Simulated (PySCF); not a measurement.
**From computed data to an observable: dipole moment from atomic charges**

Al(AsH2)2(F) (AlAs2FH4), SMILES [AsH2][Al]([AsH2])[F]. Atoms are numbered in the order given.

```xyz
8

Al     0.5869    -0.0964     0.3049
As    -1.2772    -1.3767     1.1058
H     -0.4611    -2.6552     1.0011
H     -1.8204    -1.4980    -0.3102
As     0.5447     1.4998    -1.4857
H      1.1765     2.5480    -0.5835
H     -0.8745     1.9038    -1.1153
F      2.0581    -0.3452     1.0646
```

Geometry optimised at ωB97X-D3(BJ)/def2-SVP. The structure was generated by enumeration; whether it is a known compound was not checked.

Charges (e) from PBE/def2-TZVP (PySCF):

```csv
atom,ESP fit,IAO
Al1,0.583,0.842
As2,-0.202,-0.161
H3,0.052,0.010
H4,0.029,0.002
As5,-0.208,-0.160
H6,0.056,0.010
H7,0.032,0.002
F8,-0.342,-0.544
```

The dipole moment of the full density is 1.32 D.

Q: What dipole moment does each set of point charges give, and which comes closer to that of the density?

A: 
μ = Σ q r, and 1 e Å = 4.8032 D.
ESP fit: Σ q r = (-0.256, 0.050, -0.126) e Å, |μ| = 1.39 D.
IAO: Σ q r = (-0.505, 0.088, -0.261) e Å, |μ| = 2.76 D.
ESP fit comes closer in size. Point charges leave out the atoms' own dipoles (lone pairs, polarised bonds); fits to the potential absorb them, partitions of the density don't.
